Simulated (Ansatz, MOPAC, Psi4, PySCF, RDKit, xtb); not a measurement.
Two geometries of SMILES C(=C/N)/C=C, singlet, relaxed at B3LYP-D3(BJ)/def2-SVP with one dihedral held; other torsions can differ between them too.

Structure A

```
12

C     -2.3578     0.2336     0.0738
C     -1.0764    -0.1734     0.1410
C      0.0740     0.6956     0.3049
C      1.3659     0.2873     0.2735
N      1.8115    -1.0218     0.1149
H     -3.1801    -0.4791    -0.0251
H     -2.6203     1.2954     0.1211
H     -0.8737    -1.2509     0.0953
H     -0.1126     1.7624     0.4559
H      2.1549     1.0186     0.4793
H      1.3472    -1.5573    -0.6141
H      2.8170    -1.1031     0.0081
```

Structure B

```
12

C     -2.3760     0.2542     0.1157
C     -1.0947    -0.1591     0.0879
C      0.0679     0.6895     0.2596
C      1.3609     0.2753     0.2485
N      1.8326    -1.0151     0.1367
H     -3.2054    -0.4423    -0.0265
H     -2.6296     1.3057     0.2839
H     -0.9145    -1.2294    -0.0790
H     -0.1090     1.7564     0.4189
H      2.1525     1.0188     0.3867
H      1.1882    -1.7313    -0.1776
H      2.7740    -1.1326    -0.2166
```

### Question
Which is lower in energy at the level Ansatz (an electronic-structure program) with CCSD(T) on RHF/cc-pVTZ, frozen core // B3LYP-D3(BJ)/def2-SVP, and by how much?

### Answer
B is lower, by 1.32 kJ/mol (dihedral C3–C4–N5–H11: 45° in A, 15° in B).

E(B) − E(A) in kJ/mol at the other levels, on the same two geometries: MMFF94 // B3LYP-D3(BJ)/def2-SVP (RDKit) -4.69; B3LYP/def2-TZVP // B3LYP-D3(BJ)/def2-SVP (Psi4) -4.30; B3LYP-D3(BJ)/def2-TZVP // B3LYP-D3(BJ)/def2-SVP (Psi4) -4.29; PBE/def2-TZVP // B3LYP-D3(BJ)/def2-SVP (Psi4) -4.63; PBE-D3(BJ)/def2-TZVP // B3LYP-D3(BJ)/def2-SVP (Psi4) -4.63; wB97M-V/def2-TZVP // B3LYP-D3(BJ)/def2-SVP (Psi4) -3.06; RHF/cc-pVTZ // B3LYP-D3(BJ)/def2-SVP (Ansatz) -2.40; MP2 on RHF/cc-pVTZ, frozen core // B3LYP-D3(BJ)/def2-SVP (Ansatz) -2.29; CCSD on RHF/cc-pVTZ, frozen core // B3LYP-D3(BJ)/def2-SVP (Ansatz) -1.33; UFF // B3LYP-D3(BJ)/def2-SVP (RDKit) -2.64; PM3, restricted, heats of formation // B3LYP-D3(BJ)/def2-SVP (MOPAC) 0.31; PM7, restricted, heats of formation // B3LYP-D3(BJ)/def2-SVP (MOPAC) -6.97; GFN1-xTB // B3LYP-D3(BJ)/def2-SVP (xtb) -4.17; restricted B3LYP/6-31G*, spherical d // B3LYP-D3(BJ)/def2-SVP (PySCF) -3.65; restricted B3LYP/3-21G // B3LYP-D3(BJ)/def2-SVP (PySCF) -8.56; restricted MP2 (frozen core)/3-21G // B3LYP-D3(BJ)/def2-SVP (PySCF) -5.91; restricted Hartree-Fock/6-31G*, spherical d // B3LYP-D3(BJ)/def2-SVP (PySCF) -1.93.
